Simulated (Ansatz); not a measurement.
CH₃AsO₂ (`C1O[AsH]O1`), one more setting.

```yaml
crystal:
  periodic: [false, false, false]
  atoms:
    - {symbol: C, position_ang: [-0.491112, 0.531919, -0.197247]}
    - {symbol: O, position_ang: [0.348888, 0.601859, 0.945418]}
    - {symbol: As, position_ang: [1.432605, -0.644023, 0.208015]}
    - {symbol: O, position_ang: [0.326977, -0.151132, -1.135515]}
    - {symbol: H, position_ang: [-0.760878, 1.530413, -0.555715]}
    - {symbol: H, position_ang: [-1.393390, -0.059496, 0.026258]}
    - {symbol: H, position_ang: [0.598211, -1.877639, 0.663186]}
basis:
  gaussian: {orbitals: def2-TZVPD}
hamiltonian: {xc: {name: HF}}
correlation: {active_space: {window: {electrons: 2, orbitals: 1}}}
output: {forces: true}
```

```sh
$ ansatz run in.yaml --threads 2 --pin off --events-out ev --progress --plain --max-ram 4352MiB
```

Shortened log:

```
Functional definition: HF
1306 factors; integrals over basis functions are off by at most 9.0e-4 eV
mean field evaluation 1: about -65945.2983 eV, gradient 4.3e1 eV
mean field evaluation 2: about -65945.4928 eV, gradient 4.4e1 eV
mean field evaluation 4: about -65949.2067 eV, gradient 3.5e0 eV
mean field evaluation 8: about -65949.2618 eV, gradient 2.3e-1 eV
mean field -65949.26215342 eV, -2423.5906821229 hartree, gradient 3.4e-6 eV, S^2 0.000000; 0 other end points of the search recorded, 0 dependent functions left out
reference -65949.26215342 eV, -2423.5906821229 hartree; 29, 29 occupied and 169, 169 virtual orbitals, 1306 factors
state -65949.26215342 eV, -2423.5906821229 hartree
Total energy: -65949.26215342 eV, -2423.5906821229 hartree
Atom 0 at    -0.491112     0.531919    -0.197247 Å, force    -0.297293     0.264515    -0.092585 eV/Å
Atom 1 at     0.348888     0.601859     0.945418 Å, force     0.241675    -0.851183    -1.074152 eV/Å
Atom 2 at     1.432605    -0.644023     0.208015 Å, force    -1.088220     0.369309    -0.122177 eV/Å
Atom 3 at     0.326977    -0.151132    -1.135515 Å, force     0.267361     0.031564     1.365373 eV/Å
Atom 4 at    -0.760878     1.530413    -0.555715 Å, force     0.132818    -0.443863     0.159214 eV/Å
Atom 5 at    -1.393390    -0.059496     0.026258 Å, force     0.423669     0.302235    -0.113825 eV/Å
Atom 6 at     0.598211    -1.877639     0.663186 Å, force     0.319991     0.327422    -0.121848 eV/Å
Dipole moment:     0.048008    -0.217495     0.078196 e Å
```

Hardware: 2 threads of an AMD EPYC 7B13 on a shared host. Wall time 7.5 s, peak host memory 0.54 GiB.
